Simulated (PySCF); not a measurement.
Species: C2H5O2Si (doublet state).
Structure used (GFN2-xTB), in Å, numbered top down from 1:
```xyz
10
C2H5O2Si angstrom
C      1.6002   -0.2064   -0.3293
O      0.3375   -0.6594   -0.7143
Si    -1.1247   -0.4436   -0.0571
C     -1.4624    1.4175   -0.1148
O     -1.9601    2.2637    0.5348
H      1.6112    0.8818   -0.2286
H      2.3131   -0.5021   -1.1001
H      1.8995   -0.6509    0.6233
H     -1.9955   -0.9893   -1.0832
H     -1.2097   -1.1067    1.2495
```

The hyperfine couplings belong to this conformer and change with its torsions.

The species is `CO[SiH2][C]=O` [radical].

Method: PySCF, UKS B3LYP, pcH-1 on C H O Si, non-relativistic, mean-field spin-orbit, GIAO. Isolated species at its GFN2-xTB geometry (one conformer only). A GFN2-xTB geometry isn't a minimum of the functional, and hyperfine couplings can be far from their values at a DFT geometry. The SCF solution wasn't tested for stability.

Q: What is the g tensor, term by term?

A: 
```
                    Δg (ppt)       1      2      3
relativistic mass correction   -0.22  -0.22  -0.22
            gauge correction    0.04   0.02   0.02
   orbital Zeeman/spin–orbit  -13.99  -0.22   2.66
                       total  -14.17  -0.42   2.47
```

So g = 1.98815, 2.00190, 2.00479 and g_iso = 1.99828; the tensor is rhombic: the two nearest values differ by 17 % of g3 − g1. Axes: g1 points within 10° of the C4–O5 bond and g2 points within 12° of the Si3–H10 bond.

Q: What are the electron Larmor frequencies g μB B/h along the three axes at 3350 mT?

A: 93.2192, 93.8640, 93.9994 GHz for g1, g2 and g3, a range of 780.2 MHz.

Q: What effective moment and Curie constant follow for a powder?

A: With the mean of g² = 3.9932 and S(S+1) = 0.75: μ_eff = √(⟨g²⟩S(S+1)) = 1.731 μB and χT = 0.12505·⟨g²⟩·S(S+1) = 0.375 cm³ K/mol (cgs; spin-Hamiltonian part alone).

Q: At 9.688 GHz, how far is the centre of the isotropic spectrum from where a free electron (g = 2.002319) resonates?

A: B = hν/(g μB) with μB/h = 13.99624 MHz/mT gives 345.69 mT for the free electron and 346.39 mT at g_iso, 0.70 mT higher.

Q: In a frozen sample, at which fields do the three g values resonate at 9.5, 34, 94 and 263 GHz (hyperfine left aside), and which band first spreads them over more than twice a line width of 0.3 mT?

A: 
```tsv
band	GHz	B(g3) mT	B(g2) mT	B(g1) mT	spread mT
X	9.5	338.57	339.05	341.40	2.83
Q	34.0	1211.71	1213.46	1221.85	10.14
W	94.0	3350.02	3354.86	3378.06	28.04
J	263.0	9372.94	9386.46	9451.38	78.44
```

The spread grows in proportion to the frequency. X band is the first where it exceeds 0.6 mT.

Largest spin populations (Mulliken): C4 (+0.56), O5 (+0.25) and Si3 (+0.14).

The HOMO–LUMO gaps are 3.02 eV among the α and 6.51 eV among the β orbitals.
